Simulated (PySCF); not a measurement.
Cl3Sb, SMILES [Cl][Sb+]([Cl])[Cl], charge +1, multiplicity 2.

Geometry optimised at PBE-D3(BJ)/def2-SVP. The def2 effective core potentials stand for the cores of Sb; spin–orbit coupling is left out.

The numbers are results of PySCF with PBE-D3(BJ)/def2-SVP, not measurements.

Frequencies are harmonic and unscaled.

Modes within 1.5 cm⁻¹ of each other (mostly degenerate sets) share a row, with their intensities summed.

Question: List the normal modes with their intensities. (Estimate from the structure and the level; the computed values follow.)

Answer: 
```csv
mode,ν (cm⁻¹),IR (km/mol),moving atoms (share of kinetic energy)
1–2,102,2.4,"Cl 89 %, Sb 11 %"
3,109,1.8,"Cl 64 %, Sb 36 %"
4,343,1.9,"Cl 89 %, Sb 11 %"
5–6,364,30.2,"Cl 72 %, Sb 28 %"
```
